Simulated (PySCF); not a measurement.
**Structure elucidation problem**

An unknown has the formula C7H7N. Its calculated NMR data are:

1H NMR (500 MHz, computed): δ 7.18 (m, 1H), 6.97 (m, 1H), 6.88 (d, 1H), 6.31 (m, 1H), 5.93 (m, 1H), 5.91 (m, 1H), 5.89 (m, 1H).

13C{1H} NMR (computed): δ 151.0 (CH), 138.3 (CH), 134.8 (CH), 134.2 (CH2), 130.1 (CH2), 123.2 (C), 119.4 (C).

[PySCF 2.14.0 with density-fitted response routines: GFN2-xTB structure; NMR shieldings at PBE0/pcSseg-1/GIAO; gas phase; one conformer; non-relativistic Hamiltonian]

Chemical shifts δ = σref − σ; TMS for 1H (31.72 ppm), 13C (186.93 ppm), all at this level.

Question: Deduce the structure.

Answer: 
Rings plus π bonds: 5 (no ring in the answer). 7 carbon signals for 7 carbons: no two carbons are equivalent. Carbon types of the structure: 2 × C, 3 × CH, 2 × CH2, which accounts for all hydrogens. δC 151.0, 138.3, 134.8: alkene CH; an sp2 carbon of a C=C bond. δC 134.2, 130.1: terminal =CH2 carbon; the olefinic region. δC 123.2: nitrile carbon; C≡N carbons fall here, among the sp2 signals but without a proton. δC 119.4: fully substituted alkene carbon; the olefinic region. δH 7.18, 6.97, 6.88: hydrogen on an alkene CH; attached to an sp2 carbon and in the plane of the double bond. δH 6.31, 5.93, 5.91, 5.89: hydrogen on a terminal =CH2 carbon; olefinic region.

Structure: `C(/C(=C/C=C)C=C)#N`.

The shifts were computed for this structure.

Shifts are as computed. Against solution values, carbons near 30 ppm lie about +3 ppm off and those near 130 ppm about +5 ppm. Of 1211 compounds with measured shifts, 218 miss one by over three times the rms of a fit or turn the order of signals round; such compounds aren't used in these exercises. No couplings were computed; multiplicities are counted from neighbouring protons, with m where these are inequivalent, close in shift, in a saturated or five-membered ring or joined by F or P, and br s for small geminal =CH2 splittings.
